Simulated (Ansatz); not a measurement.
Reaction (ligand exchange at a Cd–O bond): `C[S][Cd][OH]` + CH₃SH → `C[S][Cd][S]C` + H₂O

Program: Ansatz. Geometries: PBE0-D4/def2-TZVP. ΔE: electronic, gas phase. CCSD(T)/CBS adds triple-zeta CCSD(T) − MP2 to the extrapolated MP2 energy (def2 sets, frozen cores). This one scheme is used for every species. Functionals use def2-TZVPP. B3LYP here is the variant with VWN-RPA as its local correlation; programs differ in this. HSE06 is defined as in plane-wave codes. Elements past krypton have def2 core potentials. For Cd outer-core shells are correlated without core-valence functions, which leaves a few kJ/mol of doubt a bond. Each species was taken in one conformer, which may not be the lowest.

Q: Is it downhill or uphill in electronic energy at CCSD(T)/CBS, and by how much? (An estimate is asked.)

A: The calculation gave: Downhill: ΔE = -0.78 eV.

Q: What do these levels give: PBE-D4, PBE0-D4, B3LYP-D4, r2SCANh-D4, HSE06-D4, CAM-B3LYP-D4, ωB97X-V, PBE0, HF/def2-TZVPP, SCS-MP2/def2-TZVPP, HF/def2-QZVPP, CCSD/CBS(def2)? (Estimate.)

A: Computed: PBE-D4 -0.74, PBE0-D4 -0.82, B3LYP-D4 -0.74, r2SCANh-D4 -0.77, HSE06-D4 -0.83, CAM-B3LYP-D4 -0.69, ωB97X-V -0.70, PBE0 -0.78, HF/def2-TZVPP -0.78, SCS-MP2/def2-TZVPP -0.72, HF/def2-QZVPP -0.75, CCSD/CBS(def2) -0.78 eV.

Largest T1 diagnostic among the species: 0.015.

From PBE to PBE0 (25 % exact exchange), in def2-TZVPP and without D4, ΔE moves by −0.08 eV. Leaving LDA and LC-ωPBE aside and taking each functional with its dispersion term where it has one, the values, not all of them listed here, spread over 0.15 eV, from HSE06-D4 to BLYP-D4. LDA lies −0.05 eV from PBE without D4. The D4 term adds −0.07 eV with B3LYP and −0.04 eV with PBE0; it sums over pairs of atoms, weighted by their polarisabilities, and B3LYP, whose exchange is more repulsive, gets the larger term.
